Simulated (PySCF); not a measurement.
**Shifts of the heteroatoms**

Bonds (- single, = double, # triple, : aromatic): C1-C2, C2-C3, C3=O4, C2=N5, N5-N6, N6-Si7, Si7-O8, O8-Si9. C1 carries H10, H11, H12; C3 carries H13; N6 carries H14; Si7 carries H15, H16; Si9 carries H17, H18, H19. Stereochemistry as in C/C(C=O)=N\N[SiH2]O[SiH3].

- NMR shieldings at PBE0/pcSseg-1/GIAO
- geometry: GFN2-xTB
- run in PySCF 2.14
- non-relativistic, no solvent model, single conformer, one averaged value for each set of equivalent atoms

(1) What are the ²⁹Si shifts?

(2) Where does ¹⁵N resonate?

(3) Predict the ¹⁷O NMR data.

Results:

(1) 
```csv
atoms,environment,σ (ppm),δ (ppm)
Si7,"silicon bonded to N, O, 2 H",386.1,-37.4
Si9,"silicon bonded to O, 3 H",388.7,-39.6
```

Shieldings were converted by a linear fit to measured shifts: ²⁹Si: δ = 279.94 − 0.822σ (rms 8.9 ppm, 72 shifts, 25.8 ppm with the 6 outliers that the fit left out vs TMS, solution or neat liquid). A few per cent of atoms miss by over 2 rms, more outside the fitted compound classes.

On a 500 MHz spectrometer ²⁹Si resonates near 99.3 MHz, so 1 ppm is 99.3 Hz.

(2) 
```
atoms                environment  σ (ppm)  δ (ppm)
   N5             imine nitrogen   -147.4    -12.3
   N6  nitrogen bonded to O or N    115.1   -254.1
```

Shieldings were converted by a linear fit to measured shifts: ¹⁵N: δ = -148.07 − 0.921σ (rms 6.3 ppm, 71 shifts vs CH3NO2, solution or neat liquid). A few per cent of atoms miss by over 2 rms, more outside the fitted compound classes.

On a 400 MHz spectrometer ¹⁵N resonates near 40.5 MHz, so 1 ppm is 40.5 Hz.

(3) 
```
atoms            environment  σ (ppm)  δ (ppm)
   O4        aldehyde oxygen   -308.4    547.7
   O8  oxygen bonded to 2 Si    321.3    -26.0
```

Shieldings were converted by a linear fit to measured shifts: ¹⁷O: δ = 266.70 − 0.911σ (rms 10.7 ppm, 155 shifts, 12.2 ppm with the 3 outliers that the fit left out vs liquid water, solution or neat liquid). Occasional misses reach two or three times the rms, and more in compound classes unlike the fitted ones.

On a 600 MHz spectrometer ¹⁷O resonates near 81.3 MHz, so 1 ppm is 81.3 Hz.
